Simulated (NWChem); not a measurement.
Lowest excitation of H₃AlS

```xyz
5

Al    -1.1157     0.1388     0.0000
H     -1.6623     1.6220     0.0000
H     -2.0259    -1.1508     0.0000
S      1.0503    -0.2110     0.0000
H      1.3869     1.1006     0.0000
```
Charge 0, spin multiplicity 1.

Program: NWChem. Structure: optimised with B3LYP/def2-SVP, a minimum by its harmonic frequencies. It is one conformer; others weren't searched.

Basis set: def2-SVPD. The methods don't all put a state of the same symmetry lowest. CR-EOMCCSD(T) is the triples correction to the same EOM-CCSD root.

| method | lowest vertical singlet excitation energy (eV) | difference from EOM-CCSD |
|---|---|---|
| TD-LDA (SVWN5) | 4.94 | -0.97 |
| TD-PBE | 5.00 | -0.91 |
| CIS | 6.79 | +0.88 |
| TD-B3LYP | 5.33 | -0.58 |
| EOM-CCSD | 5.91 | 0.00 |
| CR-EOMCCSD(T) | 5.77 | -0.14 |

The values span 1.85 eV, from TD-LDA (SVWN5) (lowest) to CIS (highest). 

The correlated methods keep 10 core orbitals frozen. B3LYP has NWChem's definition, with VWN1-RPA local correlation. The structure started from a generated list of species. Differences from the coupled-cluster row are differences between methods, not errors against experiment.
